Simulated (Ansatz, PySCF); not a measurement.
This PySCF input computes a r2SCAN/def2-TZVPD energy:

```python
from pyscf import gto, scf, dft

mol = gto.M(
    atom='''
    N    -0.00000000   -0.00000000   -1.25788699
    C    -0.00000000   -0.00000000   -0.07148921
    O     0.00000000    0.00000000    1.15426802
    ''',
    basis='def2-tzvpd',
    charge=-1,
    spin=0,
    verbose=4,
)

mf = dft.RKS(mol, xc='r2scan').density_fit(auxbasis='def2-universal-jkfit')
mf.grids.level = 4
mf.conv_tol = 1e-9
mf.max_cycle = 100
mf.max_memory = 1500
mf.kernel()
if not mf.converged:
    mf = mf.newton()
    mf.kernel(mf.make_rdm1())
mf.analyze()
```

Task: Write an input for the same energy in Ansatz (a first-principles code) and say what it gives.

Result: 
Ansatz 0.2 input:
```yaml
crystal:
  periodic: [false, false, false]
  atoms:
    - {symbol: N, position_ang: [-0.00000000, -0.00000000, -1.25788699]}
    - {symbol: C, position_ang: [-0.00000000, -0.00000000, -0.07148921]}
    - {symbol: O, position_ang: [0.00000000, 0.00000000, 1.15426802]}
basis:
  gaussian:
    orbitals: def2-TZVPD
hamiltonian:
  xc: {name: r2SCAN}
total_charge: -1
output: {forces: true}
```
It gives -168.11415 Eh, and PySCF -168.11417 Eh, a difference of 0.02 mEh, from the treatment of integrals and grids.
